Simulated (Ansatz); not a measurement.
Isolated molecules relaxed with PBE0-D4/def2-TZVP in Ansatz; ΔE leaves out vibrations. CBS: MP2 limit from def2 TZ/QZ plus the TZ coupled-cluster correction, frozen cores. This one scheme is used for every species. DFT in def2-TZVPP. One conformer a species, not always the lowest.

Reaction (substitution at a C–Si bond): `BN[SiH2]C=C` + `C#CCO` → `C#CCOC=C` + `BN[SiH3]`

`BN[SiH2]C=C`:

Z-matrix (Å, degrees):
```
Si
N 1 1.747
C 1 1.856 2 111.3
H 1 1.482 2 105.9 3 122.0
H 1 1.489 2 110.3 3 -118.3
B 2 1.398 1 127.2 3 -119.5
H 2 1.011 1 116.2 3 59.6
C 3 1.331 1 122.4 2 -119.6
H 3 1.089 1 119.3 2 60.5
H 6 1.198 2 119.0 1 -0.4
H 6 1.198 2 119.7 1 179.5
H 8 1.087 3 122.4 1 -179.7
H 8 1.087 3 121.5 1 0.2
```

`C#CCO`:

Cartesian coordinates in Å:
```
C -0.743 -1.683 0.345
C -0.436 -0.560 0.054
C -0.019 0.790 -0.308
O 1.103 1.242 0.418
H -1.025 -2.675 0.610
H 0.162 0.826 -1.391
H -0.827 1.493 -0.094
H 1.784 0.567 0.366
```

`C#CCOC=C`:

Cartesian coordinates in Å:
```
C 2.824 1.173 -0.968
C 1.833 0.618 -0.587
C 0.655 -0.088 -0.121
O -0.453 0.789 -0.121
C -1.618 0.255 0.292
C -1.856 -0.989 0.696
H 3.701 1.673 -1.307
H 0.451 -0.948 -0.774
H 0.826 -0.475 0.892
H -2.401 1.005 0.255
H -2.860 -1.251 0.997
H -1.102 -1.762 0.745
```

`BN[SiH3]`:

Z-matrix (Å, degrees):
```
Si
N 1 1.745
H 1 1.487 2 110.4
H 1 1.480 2 107.6 3 -120.5
H 1 1.487 2 110.4 3 119.0
B 2 1.399 1 126.7 3 120.4
H 2 1.011 1 116.7 3 -59.6
H 6 1.198 2 119.6 1 -180.0
H 6 1.198 2 119.0 1 -0.0
```

Is it downhill or uphill in electronic energy at CCSD(T)/CBS, and by how much? (Estimate.)

Ansatz gave: Uphill: ΔE = +0.59 eV.

What do these levels give: BLYP-D4, r2SCAN-D4, B97M-V, r2SCAN0-D4, CAM-B3LYP-D4, ωB97M-V, B2PLYP, BHLYP, CCSD(T)/def2-SVP, HF/def2-TZVPP, CCSD/def2-TZVPP, MP2/def2-QZVPP? (An estimate is asked.)

Ansatz gave: BLYP-D4 0.47, r2SCAN-D4 0.48, B97M-V 0.48, r2SCAN0-D4 0.51, CAM-B3LYP-D4 0.47, ωB97M-V 0.53, B2PLYP 0.51, BHLYP 0.51, CCSD(T)/def2-SVP 0.37, HF/def2-TZVPP 0.53, CCSD/def2-TZVPP 0.56, MP2/def2-QZVPP 0.59 eV.

Largest T1 diagnostic among the species: 0.013.

From BLYP to BHLYP (50 % exact exchange), in def2-TZVPP and without D4, ΔE moves by +0.05 eV. Leaving LDA and LC-ωPBE aside and taking each functional with its dispersion term where it has one, the values, not all of them listed here, spread over 0.08 eV, from BLYP-D4 to PBE-QIDH. LDA lies −0.13 eV from PBE without D4. At CCSD(T), def2-SVP lies −0.22 eV from the extrapolated value and def2-TZVPP −0.04 eV.
